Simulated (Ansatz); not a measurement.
A nudged elastic band was laid between two geometries of BClF2 + H2 (6 atoms, charge 0, multiplicity 1).

Theory: RHF/def2-SVP (Ansatz 0.2.0).

* movable images: 5
* climbing image: yes
* spring: 5.0 eV/Å²
* optimiser: quadratic models (default)
* start path: through a guess of the saddle point
* force threshold: 0.05 eV/Å
* iteration limit: 60
* end points: relaxed

First end point:

```xyz
6
Properties=species:S:1:pos:R:3
B -0.041 0.553 -0.074
F -0.040 0.887 1.179
F 1.080 0.239 -0.646
Cl -1.534 0.533 -0.985
H -0.169 -2.537 0.868
H -0.105 -2.180 1.522
```

Last end point:

```xyz
6
Properties=species:S:1:pos:R:3
B -0.269 -0.637 -0.543
F -0.185 -0.343 2.160
F 0.968 -0.267 -0.311
Cl -1.416 0.583 -1.064
H -0.576 -1.780 -0.463
H 0.670 -0.062 2.086
```

Q: What changes between the two ends?

A: Bonds broken: B1–F2, H5–H6. Bonds formed: B1–H5, F2–H6. BClF2 + H2 becomes BClFH + FH.

Q: What energy profile does the band end with?

A: The forces met the threshold. The highest image is number 3 of 0 to 6, 271.7 kJ/mol above the first end and 163.8 kJ/mol above the last; the last end lies 107.9 kJ/mol above the first. Neighbouring images differ by up to 2.2 eV, so the band resolves the path poorly. A vibrational analysis at the climbing image gives one clearly imaginary mode, 1787i cm⁻¹: a first-order saddle point. The orbitals stay closed-shell, which can raise the energy where a bond breaks towards radicals; this wasn't checked here.

```csv
image,path coordinate (Å),energy (kJ/mol),B1–F2 (Å),H5–H6 (Å),B1–H5 (Å)
0,0.00,0.0,1.30,0.75,3.23
1,0.73,5.1,1.30,0.74,2.59
2,1.46,56.5,1.32,0.75,1.92
3,2.19,271.7,1.57,1.05,1.34
4,3.10,129.4,2.31,1.94,1.19
5,4.01,112.7,2.58,2.94,1.19
6,4.92,107.9,2.72,3.32,1.19
```

Q: What is the geometry of the highest image?

A: 
```xyz
6
Properties=species:S:1:pos:R:3
B -0.067 -0.278 0.006
F -0.065 0.096 1.530
F 1.099 0.023 -0.519
Cl -1.563 0.227 -0.801
H -0.118 -1.562 0.379
H -0.095 -1.010 1.269
```

Time of the run: 79 s on 1 thread of Arm Neoverse V2, on a shared host, peak memory 0.12 GiB.
